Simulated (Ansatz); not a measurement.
Compare A (`C[SiH2][SnH2][SH]`) with its isomer B (`[CH3][SnH2][SiH2]S`).

Calculated with Ansatz (gas phase, PBE0-D4/def2-TZVP geometries, no zero-point term in ΔE). CCSD(T)/CBS adds triple-zeta CCSD(T) − MP2 to the extrapolated MP2 energy (def2 sets, frozen cores). DFT in def2-TZVPP. B3LYP here is the variant with VWN-RPA as its local correlation; programs differ in this. def2 core potentials past Kr. For Sn outer-core shells are correlated without core-valence functions, which leaves a few kJ/mol of doubt a bond. Each species was taken in one conformer, which may not be the lowest.

Problem. Which is lower in electronic energy at CCSD(T)/CBS, and by how much? (Best estimate.)

Solution. Ansatz gave: A, by 22.3 kJ/mol.

Problem. Give E(B) − E(A) in kJ/mol with MP2/def2-TZVPP, B3LYP, PBE-D4, CCSD(T)/def2-TZVPP, B2PLYP, PBE0-D4, HF/def2-TZVPP. (An estimate is asked.)

Solution. The calculation gave: MP2/def2-TZVPP 19.8, B3LYP 26.7, PBE-D4 23.9, CCSD(T)/def2-TZVPP 20.6, B2PLYP 24.5, PBE0-D4 24.8, HF/def2-TZVPP 30.1. None reverses the order clearly.

Largest T1 diagnostic: 0.012.

In def2-TZVPP, CCSD(T) changes the Hartree–Fock value by −9.5 kJ/mol (the triples alone add −1.0 kJ/mol) and MP2 by −10.3 kJ/mol.
